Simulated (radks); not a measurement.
Species: Ba. Configuration: [Xe] 6s2 (the NIST ground configuration). Method: Dirac Kohn-Sham, HCTH/407, spin-unpolarised, spherical densities, finite nucleus; Fermi nuclear charge, rms radius 4.8378 fm; computed with a radial shooting solver on a logarithmic mesh with Libxc functionals.

Unscreened Slater integrals over Kohn-Sham orbitals (hartree). Large and small components are both included.

| integral | value |
|---|---|
| F0(6s1/2,6s1/2) | 0.18515 |
| F0(6s1/2,5p3/2) | 0.23264 |
| G1(6s1/2,5p3/2) | 0.016613 |
| F0(6s1/2,5p1/2) | 0.23362 |
| G1(6s1/2,5p1/2) | 0.014464 |
| F0(6s1/2,5s1/2) | 0.23613 |
| G0(6s1/2,5s1/2) | 0.0084971 |
| F0(5p3/2,5p3/2) | 0.46597 |
| F2(5p3/2,5p3/2) | 0.25104 |
| F0(5p3/2,5p1/2) | 0.47599 |
| G2(5p3/2,5p1/2) | 0.25507 |
| F0(5p3/2,5s1/2) | 0.50206 |
| G1(5p3/2,5s1/2) | 0.33143 |
| F0(5p1/2,5p1/2) | 0.48689 |
| F0(5p1/2,5s1/2) | 0.51538 |
| G1(5p1/2,5s1/2) | 0.35088 |
| F0(5s1/2,5s1/2) | 0.55071 |
